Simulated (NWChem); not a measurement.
Everything below was run with NWChem. System: Sb (-1), charge -1, spin multiplicity 3. Its SCF solution wasn't tested for a lower state. Level: UMP2/def2-SVPD with def2 effective core potentials on Sb, 4 core orbitals frozen.

NWChem printed:

```
             Northwest Computational Chemistry Package (NWChem) 7.3.0
             --------------------------------------------------------

                                NWChem Input Module
                                -------------------

 Scaling coordinates for geometry "geometry" by  1.889725989
 (inverse scale =  0.529177249)

                             Geometry "geometry" -> ""
                             -------------------------

 Output coordinates in angstroms (scale by  1.889725989 to convert to a.u.)

  No.       Tag          Charge          X              Y              Z
 ---- ---------------- ---------- -------------- -------------- --------------
    1 Sb                  51.0000     0.00000000     0.00000000     0.00000000

 Effective nuclear repulsion energy (a.u.)       0.0000000000

            Nuclear Dipole moment (a.u.)
            ----------------------------
        X                 Y               Z
 ---------------- ---------------- ----------------
     0.0000000000     0.0000000000     0.0000000000

      Symmetry information
      --------------------

 Group name             D2h
 Group number             26
 Group order               8
 No. of unique centers     1

      Symmetry unique atoms

     1


 Summary of "ao basis" -> "" (spherical)
 ------------------------------------------------------------------------------
       Tag                 Description            Shells   Functions and Types
 ---------------- ------------------------------  ------  ---------------------
 *                         def2-svpd                  on all atoms

 Summary of "ao basis" -> "ao basis" (spherical)
 ------------------------------------------------------------------------------
       Tag                 Description            Shells   Functions and Types
 ---------------- ------------------------------  ------  ---------------------
 Sb                        def2-svpd                12       32   5s4p3d

                                 NWChem SCF Module
                                 -----------------

  ao basis        = "ao basis"
  functions       =    32
  atoms           =     1
  alpha electrons =    13
  beta  electrons =    11
  charge          =  -1.00
  wavefunction    = UHF
  use symmetry    = T
  symmetry adapt  = T

 Summary of "ao basis" -> "ao basis" (spherical)
 ------------------------------------------------------------------------------
       Tag                 Description            Shells   Functions and Types
 ---------------- ------------------------------  ------  ---------------------
 Sb                        def2-svpd                12       32   5s4p3d

      Symmetry analysis of basis
      --------------------------

        ag         11
        au          0
        b1g         3
        b1u         4
        b2g         3
        b2u         4
        b3g         3
        b3u         4

 Forming initial guess at       0.0s

   Symmetry analysis of molecular orbitals - initial alpha
   -------------------------------------------------------

  Numbering of irreducible representations:

     1 ag          2 au          3 b1g         4 b1u         5 b2g
     6 b2u         7 b3g         8 b3u

  Orbital symmetries:

     1 ag          2 b1u         3 b2u         4 b3u         5 b3g
     6 ag          7 b2g         8 b1g         9 ag         10 ag
    11 b2u        12 b1u        13 b3u        14 ag         15 ag
    16 b3g        17 b2g        18 b1g        19 ag         20 b1u
    21 b2u        22 b3u        23 ag

   Symmetry analysis of molecular orbitals - initial beta
   ------------------------------------------------------

  Numbering of irreducible representations:

     1 ag          2 au          3 b1g         4 b1u         5 b2g
     6 b2u         7 b3g         8 b3u

  Orbital symmetries:

     1 ag          2 b1u         3 b2u         4 b3u         5 b3g
     6 ag          7 b2g         8 b1g         9 ag         10 ag
    11 b3u        12 b2u        13 b1u        14 ag         15 b2g
    16 b1g        17 ag         18 b3g        19 ag         20 b3u
    21 b1u        22 b2u        23 ag

 Starting SCF solution at       0.0s

 ----------------------------------------------
[...]
   Bfn.  Coefficient  Atom+Function         Bfn.  Coefficient  Atom+Function
  ----- ------------  ---------------      ----- ------------  ---------------
    17      0.835931  1 Sb pz                14      0.249674  1 Sb pz

 Vector   13  Occ=0.000000D+00  E= 2.603792D-01  Symmetry=b2u
              MO Center= -9.6D-19, -8.6D-19, -7.6D-23, r^2= 3.6D+00
   Bfn.  Coefficient  Atom+Function         Bfn.  Coefficient  Atom+Function
  ----- ------------  ---------------      ----- ------------  ---------------
    16      0.835931  1 Sb py                13      0.249674  1 Sb py

 Vector   14  Occ=0.000000D+00  E= 2.675933D-01  Symmetry=ag
              MO Center= -1.2D-18, -6.3D-16,  1.1D-16, r^2= 1.0D+01
   Bfn.  Coefficient  Atom+Function         Bfn.  Coefficient  Atom+Function
  ----- ------------  ---------------      ----- ------------  ---------------
     5     -2.918374  1 Sb s                  4      2.833273  1 Sb s
     3     -0.286548  1 Sb s

 center of mass
 --------------
 x =   0.00000000 y =   0.00000000 z =   0.00000000

 moments of inertia (a.u.)
 ------------------
           0.000000000000           0.000000000000           0.000000000000
           0.000000000000           0.000000000000           0.000000000000
           0.000000000000           0.000000000000           0.000000000000

  Mulliken analysis of the total density
  --------------------------------------

    Atom       Charge   Shell Charges
 -----------   ------   -------------------------------------------------------
    1 Sb  23    24.00   2.11 -0.08  1.12  0.75  0.11  2.95  3.07  1.44  2.54  9.81  0.20  0.00

  Mulliken analysis of the alpha density
  --------------------------------------

    Atom       Charge   Shell Charges
 -----------   ------   -------------------------------------------------------
    1 Sb  23    13.00   1.05 -0.04  0.53  0.43  0.03  1.46  1.56  1.11  1.88  4.89  0.11 -0.00

   Mulliken analysis of the beta density
   -------------------------------------

    Atom       Charge   Shell Charges
 -----------   ------   -------------------------------------------------------
    1 Sb  23    11.00   1.05 -0.04  0.59  0.32  0.08  1.50  1.51  0.33  0.66  4.92  0.09  0.00

   Mulliken analysis of the spin density
   -------------------------------------

    Atom       Charge   Shell Charges
 -----------   ------   -------------------------------------------------------
    1 Sb  23     2.00  -0.00 -0.00 -0.06  0.11 -0.05 -0.04  0.05  0.77  1.22 -0.02  0.02 -0.00

       Multipole analysis of the density wrt the origin
       ------------------------------------------------

     L   x y z        total         alpha         beta         nuclear
     -   - - -        -----         -----         ----         -------
     0   0 0 0     -1.000000    -13.000000    -11.000000     23.000000

     1   1 0 0      0.000000      0.000000     -0.000000      0.000000
     1   0 1 0      0.000000      0.000000     -0.000000      0.000000
     1   0 0 1      0.000000      0.000000      0.000000      0.000000

     2   2 0 0    -28.092789    -15.901978    -12.190810      0.000000
     2   1 1 0     -0.000000      0.000000     -0.000000      0.000000
     2   1 0 1     -0.000000      0.000000     -0.000000      0.000000
     2   0 2 0    -23.379207    -16.033026     -7.346180      0.000000
     2   0 1 1     -0.000000     -0.000000     -0.000000      0.000000
     2   0 0 2    -23.379207    -16.033026     -7.346180      0.000000

                   NWChem MP2 Semi-direct Energy/Gradient Module
                   ---------------------------------------------

  Basis functions       =     32
  Molecular orbitals    =     32
  Frozen core           =      4
  Frozen virtuals       =      0
  Active alpha occupied =      9
  Active beta occupied  =      7
  Active alpha virtual  =     19
  Active beta virtual   =     21
  Use MO symmetry       = T
  Use skeleton AO sym   = T

  AO/Fock/Back tols     =   1.0D-09  1.0D-09  1.0D-09

 GA uses MA = F    GA memory limited = T

 Available:
  local mem=  1.26D+08
 global mem=  1.44D+08
 local disk=  0.00D+00
  mp2_memr nvloc                    19
  nvloc new                    19
   1 passes of   9:        2097152                       6449                    308781.
   1 passes of   9: M    126151000           G      144177152           F     124053848.

 Semi-direct pass number   1 of   1  for UHF alpha       at        0.1s
  vrange nnbf                   528
  mp2_eaftype                    10  avail_ma_in_mb                  1099
 EAF : mp2_eaftype filesize          10     154391.
  mp2_eaf for mointskh                     10
Node 0 wrote      0.7 Mb in      0.0 s     Agg I/O rate:  2726.4 Mb/s
 Done moints_semi at        0.2s
  mp2_eaftype                    10  avail_ma_in_mb                  1089
 EAF : mp2_eaftype filesize          10     154391.
  mp2_eaf for kh                    10
 Done maket at        0.2s
 Done multipass loop at        0.2s

 GA uses MA = F    GA memory limited = T

 Available:
  local mem=  1.26D+08
 global mem=  1.44D+08
 local disk=  0.00D+00
  mp2_memr nvloc                    21
  nvloc new                    21
   1 passes of   7:        2097152                       5837                    265696.
   1 passes of   7: M    126151000           G      144177152           F     124053848.

 Semi-direct pass number   1 of   1  for UHF beta        at        0.3s
  vrange nnbf                   528
  mp2_eaftype                    10  avail_ma_in_mb                  1099
 EAF : mp2_eaftype filesize          10     132848.
  mp2_eaf for mointskh                     10
Node 0 wrote      0.6 Mb in      0.0 s     Agg I/O rate:  4437.7 Mb/s
 Done moints_semi at        0.4s
  mp2_eaftype                    10  avail_ma_in_mb                  1089
 EAF : mp2_eaftype filesize          10     132848.
  mp2_eaf for kh                    10
 Done maket at        0.4s
 Done multipass loop at        0.4s

          -------------------------------------------
          SCF energy                -239.253976403975
          Correlation energy          -0.085665986033
          Singlet pairs                0.000000000000
          Triplet pairs                0.000000000000
          Total MP2 energy          -239.339642390008
          -------------------------------------------

          ---------------------------------------------------
                    Spin Component Scaled (SCS) MP2
          Same spin pairs                     -0.025677939365
          Same spin scaling factor             0.333333333333
          Opposite spin pairs                 -0.059988046667
          Opposite spin scaling fact.          1.200000000000
          SCS-MP2 correlation energy          -0.080544969122
          Total SCS-MP2 energy              -239.334521373098
          ---------------------------------------------------

 -----------------------
 Performance information
 -----------------------

 Timer overhead =  1.21D-07 seconds/call

               Nr. of calls         CPU time (s)                 Wall time (s)                GFlops
             ---------------    -------------------     ------------------------------   -------------------
Name         Min   Avg   Max    Min     Avg     Max     Min     Avg     Max   Mx/calls   Min     Max     Sum
mp2: moin     2     2     2   0.25    0.25    0.25     0.25    0.25    0.25    0.12      0.0     0.0     0.0
mp2: make     2     2     2   6.44E-3 6.44E-3 6.44E-3  6.44E-3 6.44E-3 6.44E-3 3.22E-3   0.0     0.0     0.0
mp2: tota     1     1     1   0.27    0.27    0.27     0.27    0.27    0.27    0.27      0.0     0.0     0.0

 The average no. of pstat calls per process was 5.00D+00
 with a timing overhead of 6.07D-07s

 Task  times  cpu:        0.4s     wall:        0.4s

 Total times  cpu:        0.4s     wall:        0.4s
```

Task: Write an NWChem input that would produce this output.

Result: This is not unique; one that fits is 
```
start mol
memory heap 200 mb stack 900 mb global 1100 mb
charge -1
geometry units angstroms nocenter noautoz
  Sb     0.000000     0.000000     0.000000
  symmetry group D2h
end
basis spherical
  * library def2-svpd
end
ecp
  Sb library def2-ecp
end
scf
  uhf
  nopen 2
  maxiter 100
  thresh 1e-7
  semidirect memsize 60000000 filesize 0
  # guess.movecs holds the orbitals of an unrestricted PBE0 run
  vectors input guess.movecs output mol.movecs
end
mp2
  freeze core 4
end
task mp2 energy
```
